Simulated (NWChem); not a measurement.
System: C4H5Cl; SMILES C=C(Cl)C=C

```xyz
10

C      0.7170    -1.9902     0.0000
C     -0.4286    -1.3002     0.0000
C     -0.5620     0.1540     0.0000
C     -1.7389     0.7944     0.0000
Cl     0.9136     1.0793     0.0000
H      1.6839    -1.4811     0.0000
H      0.7127    -3.0823     0.0000
H     -1.3857    -1.8330     0.0000
H     -2.6662     0.2170     0.0000
H     -1.8009     1.8832     0.0000
```
Atoms are numbered in this order, from 1.

All runs: NWChem. Medium grid unless said otherwise, to which SCAN and Minnesota functionals are sensitive. All runs use the structure optimised with PBE0/def2-SVP. Total energies of different functionals are on different scales.

| level | energy (Ha) | highest occupied level (eV) | orbital gap (eV) | dipole (D) | relative time |
|---|---|---|---|---|---|
| PBE/def2-TZVP | -615.2646 | -6.02 | 3.83 | 1.34 | 1 |
| B3LYP/def2-TZVP | -615.6830 | -6.82 | 5.35 | 1.40 | 1 |
| Hartree-Fock/def2-TZVP | -613.9064 | -9.13 | 11.58 | 1.59 | 1 |
| BLYP/def2-TZVP | -615.5889 | -5.84 | 3.81 | 1.32 | 1 |
| CAM-B3LYP/def2-TZVP | -615.5823 | -8.27 | 8.10 | 1.44 | 20 |
| M06-2X/def2-TZVP | -615.5729 | -8.16 | 7.75 | 1.48 | 1 |

Times are rough ratios from one shared machine.
